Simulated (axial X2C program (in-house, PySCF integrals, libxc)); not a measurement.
## Worked dissociation energy of NaSc⁻: CCSD(T), without spin–orbit coupling

Computed with an in-house all-electron X2C program for linear molecules (integrals from PySCF). Spin-free means the one-electron spin-free X2C Hamiltonian. Basis: Sc dyall-acv3z [11s12p8d5f2g], Na dyall-av3z [10s9p5d2f] (cores contracted in-house); Gaussian nuclei, density fitting, unrestricted open shells. Masses: Sc 44.956 u, Na 22.990 u.

Molecular state: M_S = 1/2, Λ = 2 (beyond evenly filled blocks: δ+α).

Correlated methods: 5 electrons correlated (number of frozen shells: Sc 3 s, 2 p; Na 2 s, 1 p), 359 virtual spin orbitals or spinors in MP2, 90 natural virtuals in coupled cluster.

| Item | Value |
| --- | --- |
| E(Sc) (2M_S = 1, M_L = 0) | -763.337988 hartree |
| E(Na-) (2M_S = 0, M_L = 0) | -162.088113 hartree |
| E(NaSc⁻) at Re | -925.440142 hartree |
| ωe | 94.0 cm⁻¹ |
| ωexe | 0.574 cm⁻¹ |

(1) Work out De and D0.

The state is a single determinant with fixed occupations, the lowest that a limited PBE0 search found. Dissociation energies refer to the lowest single-determinant-based atoms at the same level and basis. CCSD and (T) use frozen natural virtuals with an MP2 correction for the truncation; (T) itself is uncorrected, so its De runs slightly low. Other states lie close and PBE0, whose exact exchange favours high spin, may order them wrongly; the determinant shown need not be the ground state. The nearest other spin-free determinant of the search, M_S = 1/2, Λ = 0, lies 0.03 eV up at the distance of the search. The outer-core s and p shells of the metal are frozen in the correlated rows, which leaves out core–valence correlation; for alkali and alkaline-earth bonds that tends to lengthen them. The determinant is spin-polarised beyond a pure state at some levels (its spin-free form has ⟨S²⟩ too high), which makes Re and μ there less reliable. The T1 diagnostic is large, a sign of multireference character.

Each atomic determinant is the lowest at this level and need not be a pure term. Totals compare only within one Hamiltonian and basis.

Answers

(1) De = -763.337988 + (-162.088113) − (-925.440142) = 0.01404 hartree = 0.382 eV. The zero-point energy is ωe/2 − ωexe/4 = 47 cm⁻¹ = 0.006 eV, so D0 = 0.376 eV.
